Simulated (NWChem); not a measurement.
System: AlHF$_{2}$; SMILES [AlH]([F])[F]

Input file for NWChem:

```
start job
memory heap 200 mb stack 900 mb global 1100 mb
geometry units angstroms noautosym nocenter noautoz
  Al     0.000000     0.000000    -0.414903
  H      0.000000     0.000000    -1.977522
  F     -1.414331     0.000000     0.443886
  F      1.414331     0.000000     0.443886
end
basis spherical
  * library cc-pvtz
end
dft
  xc xpbe96 cpbe96
  iterations 150
end
property
  efieldgrad
end
task dft property
```

The geometry was optimised at PBE0/def2-SVP.

Vzz is the largest principal value of the second derivative of the potential at the nucleus (NWChem prints the opposite sign); η is the asymmetry. Non-relativistic.

Atoms are numbered as in the input.

Q: Give the results of this calculation. (PBE/cc-pVTZ.) Quantities: Vzz Al1 (a.u.); η Al1.

A: 
```yaml
Vzz Al1 (a.u.): 1.157
"η Al1": 0.23
```
